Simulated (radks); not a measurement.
Results of a calculation; reference values are marked as such.
Species: the helium ion He+. Configuration: 1s1. Code: a radial shooting solver on a logarithmic mesh with Libxc functionals. Model: Dirac Kohn-Sham, PBE, spin-unpolarised, spherical densities, point nucleus.

Normalised radial functions P(r) = r R(r) (large component), r in bohr:

r         1s1/2
0.0428   0.2178
0.04983  0.2499
0.05801  0.2862
0.06753  0.3268
0.07925  0.3745
0.09226  0.4246
0.1074   0.4793
0.125    0.5384
0.1456   0.6013
0.1695   0.6670
0.1973   0.7341
0.2315   0.8040
0.2695   0.8671
0.3138   0.9237
0.3653   0.9702
0.4252   1.0024
0.495    1.0163
0.5763   1.0081
0.6763   0.9728
0.7873   0.9127
0.9166   0.8282
1.067    0.7232
1.242    0.6044
1.446    0.4802
1.684    0.3599
1.976    0.2467
2.3      0.1586
2.677    0.0927
3.117    0.0486

1s1/2: eigenvalue -39.130 eV, 0 radial nodes, <r> = 0.784 bohr, 90 % of the charge inside 1.41 bohr.
